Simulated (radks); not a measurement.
Values are calculated unless marked as measured or tabulated.
Initial-state core-level shifts of neutral europium when its valence configuration changes from [Xe] 4f7 6s2. Code: a radial shooting solver on a logarithmic mesh with Libxc functionals. Model: scalar-relativistic Kohn-Sham, r2SCAN, spin-polarised, spherical densities, finite nucleus; open shells are filled with parallel spins first (spin-orbit coupling, left out, can overturn this in heavy ions); meta-GGA in the generalised Kohn-Sham scheme; Fermi nuclear charge, rms radius 5.1115 fm. Shifts are changes of the shell-averaged eigenvalues in eV (positive: less bound); the change of the density at the nucleus, which sets a Mossbauer isomer shift, is in e/bohr^3, on a base of 6.054e+05.

| valence | 2s | 2p | 3p | 5s | density at nucleus |
|---|---|---|---|---|---|
| 4f7 6s1 6p1 | -0.943 | -0.942 | -0.944 | -0.915 | -17.52 |
| 4f5 6s2 6p2 | -23.036 | -22.836 | -24.919 | -14.306 | +103.81 |
| 4f6 5d1 6s2 | -7.417 | -7.327 | -8.310 | -3.737 | +34.96 |
| 4f7 5d1 6s1 | +1.410 | +1.414 | +1.353 | +1.647 | -20.11 |
| 4f5 6s1 6p3 | -23.618 | -23.417 | -25.509 | -14.846 | +68.52 |
| 4f5 5d1 6p3 | -21.193 | -20.989 | -23.151 | -12.656 | +26.38 |
| 4f5 5d2 6s2 | -15.655 | -15.451 | -17.655 | -7.286 | +73.70 |
| 4f6 6s1 6p2 | -11.467 | -11.379 | -12.304 | -7.753 | +21.63 |
